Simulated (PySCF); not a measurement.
C6H4N2, SMILES N#Cc1ccncc1. Geometry: TPSSh-D3(BJ)/def2-SVP.

Task: Give the equilibrium geometry at TPSSh-D3(BJ)/def2-SVP (PySCF confirms it by a frequency run) as a Z-matrix, and its point group. (Estimate from the structure and the level; the computed values follow.)

Result: point group C2v.
```
C
C 1 1.4057
H 2 1.0907 1 120.77
C 2 1.3969 3 121.13 1 180.00
N 4 1.3375 2 123.70 3 180.00
C 5 1.3375 4 117.81 2 0.00
H 4 1.0951 5 116.39 6 180.00
H 6 1.0951 5 116.39 4 180.00
C 6 1.3969 8 119.92 5 180.00
H 9 1.0907 6 121.13 8 0.00
C 1 1.4354 2 120.70 3 0.00
N 11 1.1644 2 150.69 3 0.00
```
Charge 0, spin multiplicity 1.
